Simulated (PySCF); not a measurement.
Assigning NMR signals

Cartesian coordinates in Å; atom numbers follow the order of the lines, from 1:
```xyz
17

Si    2.801   -0.615   -0.350
N     1.552    0.533   -0.017
C     0.189    0.334    0.052
C    -0.663    1.403    0.331
C    -2.029    1.216    0.403
C    -2.576   -0.040    0.197
C    -1.737   -1.107   -0.081
C    -0.370   -0.927   -0.153
H     2.817   -1.671    0.667
H     2.610   -1.206   -1.677
H     4.017    0.194   -0.296
H     1.812    1.492    0.161
H    -0.243    2.387    0.491
H    -2.671    2.056    0.623
H    -3.644   -0.185    0.253
H    -2.151   -2.091   -0.245
H     0.279   -1.762   -0.368
```

PySCF calculation with PBE0/pcSseg-1 with gauge-including orbitals and coordinates at the GFN2-xTB level; fast rotation and ring inversion assumed for equivalent nuclei, non-relativistic, isolated molecule, a single conformation.

Chemical shifts δ = σref − σ; ¹³C (σ = 186.93 ppm) and ¹H (σ = 31.72 ppm) vs TMS, all at this level.

**Question.** Assign these signals to the numbered atoms. ¹³C{¹H} NMR (computed): δ 152.1, 135.1, 122.6, 118.1.

**Answer.** 
152.1 → C3, aromatic carbon bearing nitrogen: an ipso carbon deshielded by its heteroatom
135.1 → C5/C7, aromatic CH: the aromatic region
122.6 → C6, aromatic CH
118.1 → C4/C8, aromatic CH: π donation from the O or N substituent raises the electron density at positions ortho and para to it

**Question.** Assign these signals to the numbered atoms. ¹H NMR (400 MHz, computed): δ 7.49 (m, 2H), 6.99 (t, 1H), 6.77 (d, 2H), 4.81 (s, 3H), 3.12 (br s, 1H).

**Answer.** 
```tsv
δ (ppm)	atoms	environment	reason
7.49	H14/H16	hydrogen on an aromatic CH	the ring current deshields protons in the ring plane
6.99	H15	hydrogen on an aromatic CH	–
6.77	H13/H17	hydrogen on an aromatic CH	–
4.81	H9/H10/H11	hydrogen on a silicon bonded to N	–
3.12	H12	hydrogen on an aniline-type nitrogen	labile proton, position sensitive to the medium
```

OH/NH shifts are gas-phase values; hydrogen bonding in solution moves them, usually downfield. Shifts are as computed. Against solution values, carbons near 30 ppm lie about +3 ppm off and those near 130 ppm about +5 ppm. Of 1211 compounds with measured shifts, 218 miss one by over three times the rms of a fit or turn the order of signals round; such compounds aren't used in these exercises. Multiplicities follow the n + 1 count of equivalent neighbours, as no J values were calculated; m marks all less simple cases, F and P coupling included.
